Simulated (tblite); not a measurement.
Compound: C6H12B2ClF.
Numbering: `[CH3:1][CH2:2][C@@H:3]1[CH2:4][B:5]([Cl:6])[CH2:7][C@H:8]1[BH:9][F:10]` (hydrogens: H11, H12, H13 on C1; H14, H15 on C2; H16 on C3; H17, H18 on C4; H19, H20 on C7; H21 on C8; H22 on B9)

Computed with GFN2-xTB (tblite), gas phase: L-BFGS steps from a force-field or distance-geometry start until the largest atomic force falls under 0.01 eV/Å.

Step 24: E = -838.0665 eV
```
atom  x, y, z in Å  |  force x, y, z in eV/Å
C1      2.7410   -0.1751   -0.0727    0.041   0.000   0.005
C2      1.4678    0.5759   -0.4516    0.094  -0.036  -0.037
C3      0.2237   -0.0677    0.1385    0.038   0.051   0.012
C4     -0.0437   -1.5152   -0.3199   -0.050   0.020   0.043
B5     -1.5349   -1.6969    0.1683   -0.095  -0.085  -0.022
Cl6    -2.2630   -3.1492    0.6367   -0.107  -0.123  -0.041
C7     -2.1699   -0.2560    0.3582    0.010   0.058   0.021
C8     -1.0756    0.6919   -0.2066    0.051   0.063   0.019
B9     -1.2214    2.1702    0.3475    0.012  -0.067   0.050
F10    -1.7408    3.0828   -0.4481    0.008   0.008   0.031
H11     2.7354   -0.4360    0.9843    0.012   0.100  -0.004
H12     2.8462   -1.0985   -0.6386   -0.015   0.076  -0.026
H13     3.6005    0.4604   -0.2698    0.090  -0.115  -0.010
H14     1.3772    0.6094   -1.5386    0.017   0.063  -0.034
H15     1.5407    1.6052   -0.0848   -0.071  -0.065  -0.043
H16     0.3310   -0.0930    1.2275    0.000   0.120   0.044
H17     0.6694   -2.2306    0.0901    0.030   0.077   0.006
H18     0.0533   -1.5711   -1.4088   -0.037   0.023   0.056
H19    -2.2820   -0.0551    1.4271   -0.024  -0.013   0.074
H20    -3.1524   -0.0709   -0.0730    0.016  -0.013  -0.104
H21    -1.1707    0.7002   -1.2995   -0.012  -0.050   0.047
H22    -0.9424    2.5387    1.4330   -0.009  -0.091  -0.088
```

Step 25: E = -838.0717 eV
```
atom  x, y, z in Å  |  force x, y, z in eV/Å
C1      2.7449   -0.1706   -0.0783    0.038  -0.014   0.007
C2      1.4653    0.5712   -0.4523    0.129  -0.006  -0.070
C3      0.2234   -0.0703    0.1418    0.079   0.049   0.025
C4     -0.0434   -1.5189   -0.3112   -0.077   0.006   0.047
B5     -1.5408   -1.6964    0.1607   -0.124  -0.115   0.031
Cl6    -2.2808   -3.1514    0.6212   -0.061  -0.026  -0.076
C7     -2.1702   -0.2510    0.3535    0.002  -0.023   0.023
C8     -1.0717    0.6936   -0.2039    0.064   0.028   0.002
B9     -1.2204    2.1692    0.3522    0.028  -0.124   0.116
F10    -1.7431    3.0808   -0.4379   -0.031   0.085  -0.044
H11     2.7486   -0.4210    0.9808    0.007   0.072   0.004
H12     2.8489   -1.0972   -0.6399   -0.016   0.074  -0.004
H13     3.6030    0.4641   -0.2850    0.069  -0.098  -0.023
H14     1.3697    0.6032   -1.5375    0.019   0.044  -0.093
H15     1.5346    1.6021   -0.0939   -0.059  -0.019   0.000
H16     0.3331   -0.0902    1.2286    0.002   0.104   0.113
H17     0.6639   -2.2339    0.1087    0.032   0.072   0.030
H18     0.0688   -1.5831   -1.3970   -0.053   0.033   0.012
H19    -2.2835   -0.0531    1.4223   -0.028  -0.019   0.091
H20    -3.1512   -0.0625   -0.0786    0.006  -0.004  -0.112
H21    -1.1595    0.7021   -1.2955   -0.037  -0.037  -0.018
H22    -0.9498    2.5326    1.4404    0.010  -0.080  -0.060
```

**Question.** Estimate the geometry and energy of step 26. (The exact step hangs on the optimiser's Hessian estimate; all steps are aligned on step 25, rigid shifts and turns removed.)

**Answer.** E = -838.0777 eV, largest force 0.179 eV/Å
```
atom  x, y, z in Å  |  force x, y, z in eV/Å
C1      2.7498   -0.1657   -0.0844    0.034  -0.015   0.003
C2      1.4644    0.5660   -0.4545    0.113   0.032  -0.090
C3      0.2247   -0.0724    0.1465    0.094   0.024   0.037
C4     -0.0443   -1.5226   -0.3001   -0.086  -0.004   0.053
B5     -1.5491   -1.6974    0.1534   -0.114  -0.105   0.081
Cl6    -2.3025   -3.1554    0.6014   -0.014   0.073  -0.110
C7     -2.1702   -0.2454    0.3492   -0.011  -0.106   0.024
C8     -1.0656    0.6956   -0.2012    0.045  -0.039  -0.017
B9     -1.2195    2.1666    0.3582    0.021  -0.130   0.121
F10    -1.7458    3.0793   -0.4263   -0.049   0.120  -0.084
H11     2.7630   -0.4024    0.9773    0.002   0.036   0.010
H12     2.8510   -1.0946   -0.6417   -0.012   0.041   0.019
H13     3.6066    0.4664   -0.3026    0.057  -0.067  -0.037
H14     1.3613    0.5968   -1.5382    0.029   0.015  -0.130
H15     1.5268    1.5984   -0.1042   -0.030   0.036   0.038
H16     0.3354   -0.0850    1.2323    0.013   0.085   0.144
H17     0.6583   -2.2358    0.1299    0.025   0.060   0.053
H18     0.0839   -1.5956   -1.3829   -0.071   0.043  -0.018
H19    -2.2852   -0.0497    1.4184   -0.037  -0.029   0.077
H20    -3.1489   -0.0541   -0.0875    0.012   0.010  -0.099
H21    -1.1469    0.7032   -1.2916   -0.055  -0.020  -0.073
H22    -0.9575    2.5233    1.4478    0.034  -0.057   0.000
```

The energy changes by -0.0060 eV. The first-order estimate −F·Δx gives -0.0081 eV and the mean of the old and new forces, exact on a quadratic surface, -0.0060 eV. The step makes an angle of 76° with the force vector and moves no atom by more than 0.030 Å.

The cost below is that of the whole relaxation. On one thread, Intel Xeon 6975P-C (x86_64), shared host with 192 logical CPUs at a one-minute load of 20, this took 0.69 s of wall time.
